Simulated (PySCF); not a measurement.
SMILES N[SiH2]C[Si](C)(C)O, GFN2-xTB optimised geometry.

```
20

Si     0.41    -0.35     0.00
C     -0.27     1.43     0.00
C      2.31    -0.35     0.00
O      0.04    -1.11    -1.40
C     -0.30    -1.30     1.49
Si    -2.18    -1.48     1.47
N     -2.57    -2.70     2.63
H     -1.35     1.44    -0.05
H      0.11     2.00    -0.85
H      0.02     1.97     0.90
H      2.70     0.16    -0.88
H      2.70    -1.36     0.00
H      2.71     0.16     0.87
H     -0.87    -1.32    -1.61
H      0.14    -2.29     1.51
H      0.01    -0.81     2.41
H     -2.81    -0.16     1.72
H     -2.71    -2.00     0.20
H     -3.53    -2.96     2.75
H     -2.10    -2.69     3.52
```

Density from PBE0/def2-SVP in PySCF 2.14.0 at that geometry.

Minimum of the electron density along straight lines between bonded atoms, close to the bond critical point (lines longer than 1.1 times the sum of covalent radii, or with two minima, are not listed):

```
bond     length / Å  ρ at the minimum / e bohr⁻³  ∇²ρ there / e bohr⁻⁵  position (fraction from the first atom)
-------  ----------  ---------------------------  --------------------  ---------------------------------------
Si1–C2        1.905                        0.111                  0.31                                     0.38
Si1–C3        1.899                        0.113                  0.32                                     0.38
Si1–O4        1.638                        0.126                  1.04                                     0.41
Si1–C5        1.904                        0.109                  0.32                                     0.38
C5–Si6        1.892                        0.111                  0.32                                     0.62
Si6–N7        1.725                        0.123                  0.74                                     0.40
C2–H8         1.086                        0.271                 -0.96                                     0.62
C2–H9         1.086                        0.271                 -0.96                                     0.62
C2–H10        1.085                        0.271                 -0.96                                     0.62
C3–H11        1.085                        0.272                 -0.97                                     0.62
C3–H12        1.085                        0.272                 -0.97                                     0.62
C3–H13        1.085                        0.271                 -0.96                                     0.62
O4–H14        0.953                        0.358                 -2.45                                     0.82
C5–H15        1.089                        0.267                 -0.92                                     0.62
C5–H16        1.089                        0.265                 -0.91                                     0.62
Si6–H17       1.475                        0.116                  0.32                                     0.49
Si6–H18       1.470                        0.116                  0.32                                     0.49
N7–H19        1.007                        0.332                 -1.53                                     0.76
N7–H20        1.007                        0.332                 -1.52                                     0.76
```
